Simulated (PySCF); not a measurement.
C₆ coefficients of unlike pairs at PBE0

Calculated with PySCF 2.14 from the dipole response of each species, C₆(A,B) = (3/π) ∫ α_A(iu) α_B(iu) du, in atomic units, from isotropic polarisabilities. For ions this is the dispersion term alone; charge-induced terms of lower order in 1/R come first.

| species | configuration | basis | relativity | α (bohr³) | C₆ (like pair) |
| --- | --- | --- | --- | --- | --- |
| Sb³⁺ | [Kr] 4d10 5s2 (1S) | def2-TZVPPD with the def2 core potential (28 electrons) (7s5p4d2f) | core potential | 10.64 | 50.33 |
| Ag | [Kr] 4d10 5s1 (2S) | def2-TZVPPD with the def2 core potential (28 electrons) (6s4p3d2f1g) | core potential | 49.56 | 344.7 |
| Tc³⁺ | [Kr] 4d4 (5D) | x2c-TZVPPall with one added diffuse shell each of s, p, d, f type (9s7p7d3f1g) | spin-free X2C | 5.272 | 23.87 |
| Se³⁺ | [Ar] 3d10 4s2 4p1 (2P) | x2c-QZVPPall with one added diffuse shell each of s, p, d, f type (12s9p6d5f1g) | spin-free X2C | 6.571 | 23.34 |

Question: Estimate C₆ for Tc³⁺ with Sb³⁺.

Answer: The integral gives 33.52. The combination rule 2 C_A C_B / (C_A α_B/α_A + C_B α_A/α_B) gives 32.86 and the geometric mean 34.66.

No spin-orbit coupling is included.

The other pairs:

| pair | C₆ |
| --- | --- |
| Ag, Sb³⁺ | 119.2 |
| Se³⁺, Tc³⁺ | 23.01 |
| Se³⁺, Sb³⁺ | 34.16 |
| Tc³⁺, Ag | 72.01 |
| Se³⁺, Ag | 78.71 |
